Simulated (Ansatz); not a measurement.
Ansatz (an electronic-structure program) input (PBE0/6-31G* with LANL2DZ past Ar): The .json file joins the Basis Set Exchange's 6-31G* for atoms up to Ar and LANL2DZ past it.

Ansatz 0.2 input:
```yaml
crystal:
  periodic: [false, false, false]
  atoms:
    - {symbol: Mo, position_ang: [0.07138321, -0.05643919, -0.08448707]}
    - {symbol: O, position_ang: [-1.29345374, -1.13831181, -0.01304596]}
    - {symbol: O, position_ang: [-0.20625833, 1.48595911, -0.84754326]}
    - {symbol: O, position_ang: [1.12495018, -0.05134153, 1.30414634]}
basis:
  gaussian:
    orbitals: 6-31Gs+LANL2DZ.json
hamiltonian:
  xc: {name: PBE0}
total_charge: -1
magnetization: {spin_polarized: true, initial_magnetization: 1}
output: {forces: true}
```

Output:

```
WARN ansatz: RAYON_NUM_THREADS=1 ignored (pool sized by the plan → 1); use --threads N
Functional definition: PBE0
integrals: 0.02 GiB planned
667 factors; integrals over basis functions are off by at most 3.7e-4 eV
mean field: 0.31 GiB planned
mean field evaluation 1: about -7965.8562 eV, gradient 4.6e1 eV
mean field evaluation 2: about -7853.1862 eV, gradient 1.6e2 eV
mean field evaluation 4: about -7974.1822 eV, gradient 3.3e0 eV
mean field evaluation 8: about -7974.3828 eV, gradient 3.8e-1 eV
mean field evaluation 16: about -7974.3858 eV, gradient 2.1e-3 eV
mean field -7974.38583476 eV, -293.0532741946 hartree, gradient 7.5e-6 eV, S^2 0.759733; 0 other end points of the search recorded, 0 dependent functions left out
the calculation of the forces begins
reference -7974.38589585 eV, -293.0532764396 hartree; 20, 19 occupied and 47, 48 virtual orbitals, 667 factors
Total energy: -7974.38589585 eV, -293.0532764396 hartree
Atom 0 at     0.071383    -0.056439    -0.084487 Å, force     0.046228    -0.036470    -0.054462 eV/Å
Atom 1 at    -1.293454    -1.138312    -0.013046 Å, force    -0.087107    -0.063690     0.008260 eV/Å
Atom 2 at    -0.206258     1.485959    -0.847543 Å, force    -0.020442     0.097227    -0.042911 eV/Å
Atom 3 at     1.124950    -0.051342     1.304146 Å, force     0.061321     0.002933     0.089113 eV/Å
Dipole moment:     0.134543    -0.106376    -0.159241 e Å
```

The dipole moment of an ion depends on the origin.
